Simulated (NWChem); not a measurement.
System: sulfur difluoride (SF$_{2}$); SMILES FSF

The following NWChem deck was run.

```
start job
memory heap 200 mb stack 900 mb global 1100 mb
geometry units angstroms
  F      1.227542     0.000000    -0.496096
  S      0.000000     0.000000     0.548457
  F     -1.227542     0.000000    -0.496096
end
basis spherical
  * library 6-31g*
end
dft
  xc b3lyp
  iterations 150
end
driver
  maxiter 120
end
task dft optimize
task dft freq
```

The level has its own optimisation; frequencies are unscaled.

Task: What results follow from this input? (B3LYP/6-31G* (spherical d).) Quantities: r F–S (Å); highest harmonic frequency (cm⁻¹); lowest (cm⁻¹); zero-point energy (kcal/mol); dipole (D).

Result: 
```
Quantity                           Value
---------------------------------  -----
r F–S (Å)                          1.625
highest harmonic frequency (cm⁻¹)    831
lowest (cm⁻¹)                        322
zero-point energy (kcal/mol)         2.8
dipole (D)                          1.28
```
